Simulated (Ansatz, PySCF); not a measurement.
This PySCF input computes a PBE/def2-TZVPD energy:

```python
from pyscf import gto, scf, dft

mol = gto.M(
    atom='''
    Ge   -0.00000000   -0.00000000   -1.55357291
    Te    0.00000000    0.00000000    0.95604486
    ''',
    basis='def2-tzvpd',
    ecp='def2-tzvp',
    charge=1,
    spin=1,
    symmetry='C2v',
    verbose=4,
)

mf = dft.UKS(mol, xc='pbe').density_fit(auxbasis='def2-universal-jkfit')
mf.grids.level = 3
mf.conv_tol = 1e-9
mf.max_cycle = 100
mf.max_memory = 1500
mf.kernel()
if not mf.converged:
    mf = mf.newton()
    mf.kernel(mf.make_rdm1())
mf.analyze()
```

**Question.** Write an input for the same energy in Ansatz (a quantum-chemistry and plane-wave program) and say what it gives.

**Answer.** 
Ansatz 0.2 input:
```yaml
crystal:
  periodic: [false, false, false]
  atoms:
    - {symbol: Ge, position_ang: [-0.00000000, -0.00000000, -1.55357291]}
    - {symbol: Te, position_ang: [0.00000000, 0.00000000, 0.95604486]}
basis:
  gaussian:
    orbitals: def2-TZVPD
hamiltonian:
  xc: {name: PBE}
total_charge: 1
magnetization: {spin_polarized: true, initial_magnetization: 1}
output: {forces: true}
```
It gives -2344.42120 Eh, and PySCF -2344.42124 Eh, a difference of 0.04 mEh, from the treatment of integrals and grids.
